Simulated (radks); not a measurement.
Values are calculated unless marked as measured or tabulated.
Mean orbital radii <r> (bohr) of the promethium ion Pm2+, [Xe] 4f5, at several levels of relativity; Dirac values are averaged over j with weights 2j + 1. Spin-unpolarised spherical Kohn-Sham, BLYP, point nucleus unless stated (finite: rms radius 4.962 fm), a radial shooting solver on a logarithmic mesh with Libxc functionals. A level marked "c x" has the speed of light scaled by that factor and shares open shells by 2j + 1; other Dirac levels either fill j = l - 1/2 first or share by 2j + 1.

shell       non-rel.  scalar-rel.  Dirac, 2j+1 shares  Dirac, low j first  change of magnitude, last against first (%)
2p           0.09016      0.08710             0.08678             0.08678                                        -3.75
3s            0.2760       0.2605              0.2602              0.2602                                        -5.75
3p            0.2658       0.2588              0.2582              0.2582                                        -2.84
3d            0.2370       0.2362              0.2362              0.2363                                        -0.32
4s            0.6260       0.5929              0.5929              0.5930                                        -5.28
4p            0.6431       0.6279              0.6272              0.6274                                        -2.44
4d            0.6879       0.6885              0.6889              0.6891                                        +0.18
5s             1.524        1.438               1.438               1.439                                        -5.57
5p             1.720        1.682               1.681               1.683                                        -2.16
4f            0.9752        1.038               1.039               1.044                                        +7.04
5d (empty)     2.561        2.608               2.610               2.613                                        +2.02
6s (empty)     3.772        3.611               3.613               3.615                                        -4.17
